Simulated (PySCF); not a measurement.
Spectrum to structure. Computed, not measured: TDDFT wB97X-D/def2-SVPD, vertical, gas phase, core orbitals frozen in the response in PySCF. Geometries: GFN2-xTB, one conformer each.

```csv
state,E (eV),f
S1,4.01,0.0074
S2,4.60,0.0017
S3,4.71,0.051
S4,5.11,0.091
S5,5.23,0.0081
S6,5.88,0.0000
S7,6.04,0.380
S8,6.24,0.0002
```

Triplets computed (Tamm–Dancoff): 3.29, 3.42, 3.91 eV.

Question: Which structure fits?
A. `N#Cc1cnccp1`
B. `c1nncnc1C=C`
C. `C=Cc1cncnn1`

Answer: A. Its S1, at 4.01 eV, is the highest among the candidates; the nearest of the others has S1 at 3.02 eV. S1 is HOMO→LUMO (98%). Löwdin shares by element: HOMO nitrogen 43% or more, carbon 20% or more, phosphorus 13% (atoms not listed hold the other 23%); LUMO phosphorus 38%, carbon 28% or more, nitrogen 13% or more (atoms not listed hold the other 22%). At the same level the other candidates give, for their lowest levels:
- `C=Cc1cncnn1`: 3.01 eV (f 0.004); 3.75 eV (f 0.001); 4.81 eV (f 0.132); 5.47 eV (f 0.000); 5.64 eV (f 0.386); T1 2.37 eV; HOMO -8.80, LUMO -0.56 eV
- `C=Cc1cnncn1`: 3.02 eV (f 0.004); 3.97 eV (f 0.000); 4.98 eV (f 0.301); 5.24 eV (f 0.000); 5.80 eV (f 0.000); T1 2.40 eV; HOMO -8.82, LUMO -0.81 eV
